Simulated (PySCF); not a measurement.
## C₆ coefficients of unlike pairs at PBE0

Calculated with PySCF 2.14 from the dipole response of each species, C₆(A,B) = (3/π) ∫ α_A(iu) α_B(iu) du, in atomic units, from isotropic polarisabilities. For ions this is the dispersion term alone; charge-induced terms of lower order in 1/R come first.

```json
{"species": "In⁺", "configuration": "[Kr] 4d10 5s2 (1S)", "basis": "aug-cc-pwCVTZ-DK3 (10s9p7d4f1g)", "relativity": "spin-free X2C", "α (bohr³)": "25.01", "C₆ (like pair)": "173.2"}
{"species": "Bi", "configuration": "[Xe] 4f14 5d10 6s2 6p3 (4S)", "basis": "def2-QZVPPD with the def2 core potential (60 electrons) (8s6p5d4f1g)", "relativity": "core potential", "α (bohr³)": "52.20", "C₆ (like pair)": "629.9"}
{"species": "In²⁺", "configuration": "[Kr] 4d10 5s1 (2S)", "basis": "aug-cc-pwCVTZ-DK3 (10s9p7d4f1g)", "relativity": "spin-free X2C", "α (bohr³)": "13.97", "C₆ (like pair)": "66.71"}
{"species": "P³⁺", "configuration": "[Ne] 3s2 (1S)", "basis": "x2c-TZVPPall with one added diffuse shell each of s, p, d type (6s6p4d1f)", "relativity": "spin-free X2C", "α (bohr³)": "6.759", "C₆ (like pair)": "17.18"}
```

(1) Estimate C₆ for P³⁺ with In²⁺.

No spin-orbit coupling is included, so Bi, close to jj coupling, stand for model states.

The other pairs:

```csv
pair,C₆
"P³⁺, In⁺",54.11
"P³⁺, Bi",102.3
"In²⁺, In⁺",106.5
"Bi, In⁺",328.8
"In²⁺, Bi",199.8
```

Answers

(1) The integral gives 33.40. The combination rule 2 C_A C_B / (C_A α_B/α_A + C_B α_A/α_B) gives 33.82 and the geometric mean 33.86.
